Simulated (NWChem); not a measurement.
System: C2H7AlO2; SMILES C[O][AlH][O]C

The following NWChem deck was run.

```
start job
memory heap 200 mb stack 900 mb global 1100 mb
geometry units angstroms
  Al     0.000000     0.000000     1.310831
  H      0.000000     0.000000     2.876779
  O     -1.490440    -0.019623     0.517103
  C     -2.150416    -0.016000    -0.698736
  H     -2.842302     0.842913    -0.767272
  H     -1.464471     0.042966    -1.565216
  H     -2.756832    -0.931883    -0.820461
  O      1.490440     0.019623     0.517103
  C      2.150416     0.016000    -0.698736
  H      1.464471    -0.042966    -1.565216
  H      2.756832     0.931883    -0.820461
  H      2.842302    -0.842913    -0.767272
end
basis spherical
  * library sto-3g
end
dft
  xc hfexch
  iterations 150
end
driver
  maxiter 120
end
task dft optimize
```

The level has its own optimisation.

### Question
What results follow from this input? (Hartree-Fock/STO-3G.) Quantities: r Al–H (Å); r Al–O (Å); r C–O (Å); r C–H (Å); dipole (D).

### Answer
- r Al–H (Å) = 1.464
- r Al–O (Å) = 1.667
- r C–O (Å) = 1.413
- r C–H (Å) = 1.097
- dipole (D) = 0.88
